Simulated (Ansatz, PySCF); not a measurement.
BF4, SMILES F[B-](F)(F)F, charge -1. Atoms are numbered in the order given.

```xyz
5

F      0.8165    -0.8165     0.8165
B      0.0000     0.0000     0.0000
F     -0.8165    -0.8165    -0.8165
F     -0.8165     0.8165     0.8165
F      0.8165     0.8165    -0.8165
```
Charge -1, spin multiplicity 1.

Geometry: B3LYP-D3(BJ)/def2-SVPD.

Two levels are set side by side: PBE-D3(BJ)/def2-SVPD (Ansatz, a first-principles code) and B3LYP-D3(BJ)/def2-SVPD (Ansatz). Each level has its own optimised geometry; the coordinates shown are those of the second. Frequencies come from the Hessian of PySCF at each geometry. Differences are taken from unrounded values.

```json
[
 {"quantity": "mean bond length (Å)", "B3LYP-D3(BJ)": "1.414"},
 {"quantity": "bond F1–B2 (Å)", "B3LYP-D3(BJ)": "1.414"},
 {"quantity": "bond B2–F3 (Å)", "B3LYP-D3(BJ)": "1.414"},
 {"quantity": "bond B2–F4 (Å)", "B3LYP-D3(BJ)": "1.414"},
 {"quantity": "bond B2–F5 (Å)", "B3LYP-D3(BJ)": "1.414"},
 {"quantity": "highest harmonic wavenumber (cm⁻¹)", "B3LYP-D3(BJ)": "1058"},
 {"quantity": "mean harmonic wavenumber (cm⁻¹)", "B3LYP-D3(BJ)": "677"},
 {"quantity": "zero-point energy (kcal/mol)", "B3LYP-D3(BJ)": "8.71"}
]
```

### Question
What does PBE-D3(BJ) give, and how far is it from B3LYP-D3(BJ)? (The exact figures need the calculation; the answer reports its results.)

### Answer

```tsv
quantity	PBE-D3(BJ)	PBE-D3(BJ) minus B3LYP-D3(BJ)
mean bond length (Å)	1.425	0.011
bond F1–B2 (Å)	1.425	0.011
bond B2–F3 (Å)	1.425	0.011
bond B2–F4 (Å)	1.425	0.011
bond B2–F5 (Å)	1.425	0.011
highest harmonic wavenumber (cm⁻¹)	1023	-35
mean harmonic wavenumber (cm⁻¹)	655	-23
zero-point energy (kcal/mol)	8.42	-0.29
```

GGA bonds tend to be longer and softer than those of functionals with exact exchange. Differences between two approximate levels are no errors against the true value.
